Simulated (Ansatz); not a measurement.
Breaking a bond: LiBr, singlet.

Methods: RHF/cc-pVDZ (Ansatz, a first-principles code); RMP2 = MP2 on RHF/cc-pVDZ, cores with 3d frozen run with Ansatz; UHF/cc-pVDZ (Ansatz); RKS-PBE0 = restricted PBE0/cc-pVDZ (Ansatz); UKS-PBE0 = Ansatz with unrestricted PBE0/cc-pVDZ; RKS-BLYP = restricted BLYP/cc-pVDZ in Ansatz; UKS-BLYP = Ansatz with unrestricted BLYP/cc-pVDZ; RKS-PBE = restricted PBE/cc-pVDZ (Ansatz); UKS-PBE = unrestricted PBE/cc-pVDZ run with Ansatz; FCI = full CI/cc-pVDZ, cores with 3d frozen in Ansatz.

All curves are set to zero at 2.26 Å and compared with full CI in the same basis at 2.26, 2.27, 2.38, 2.49, 2.67, 2.93, 3.27, 3.62, 3.91, 4.37, 4.68, 5.36, 5.85, 6.45, 7.48, 8.86 Å.

Q: Order the methods by the spread of their error (largest minus smallest) over these points.

A: RKS-PBE0 has the smallest spread and RHF the largest. In order (kcal/mol): RKS-PBE0 10.79, UKS-PBE0 10.96, RKS-PBE 12.52, RKS-BLYP 14.66, UKS-PBE 16.32, UHF 17.42, RMP2 17.45, UKS-BLYP 17.60, RHF 23.54.

Errors against full CI at some of the points (kcal/mol):

```csv
method,2.93 Å,3.27 Å,4.37 Å,5.85 Å,8.86 Å
RKS-PBE0,0.8,0.2,-2.8,-4.6,5.4
UKS-PBE0,0.8,0.2,-3.1,-10.1,-5.4
RKS-PBE,0.1,-0.9,-6.5,-12.1,-5.8
RKS-BLYP,-0.1,-1.2,-7.8,-14.2,-8.4
UKS-PBE,0.1,-0.9,-6.9,-15.9,-12.1
UHF,0.1,-0.3,-1.7,-15.8,-17.2
RMP2,0.1,0.1,0.0,4.1,17.4
UKS-BLYP,-0.1,-1.2,-7.9,-17.2,-13.5
RHF,0.1,-0.3,-1.7,1.8,21.7
```

The restricted form behind RHF, RMP2, RKS-PBE0, RKS-BLYP, RKS-PBE keeps the bonding electrons paired and can't separate into open-shell fragments. The T1 diagnostic of CCSD on the restricted reference of RMP2 exceeds 0.045 at 5.36 to 8.86 Å. The unrestricted determinant behind UHF is spin-contaminated at 4.68 to 8.86 Å (<S²> up to 1.0, against 0.00 for a pure singlet). The unrestricted determinant behind UKS-PBE0 is spin-contaminated at 4.37 to 8.86 Å (<S²> up to 0.7, against 0.00 for a pure singlet). The unrestricted determinant behind UKS-BLYP, UKS-PBE is spin-contaminated at 4.37 to 8.86 Å (<S²> up to 0.6, against 0.00 for a pure singlet).
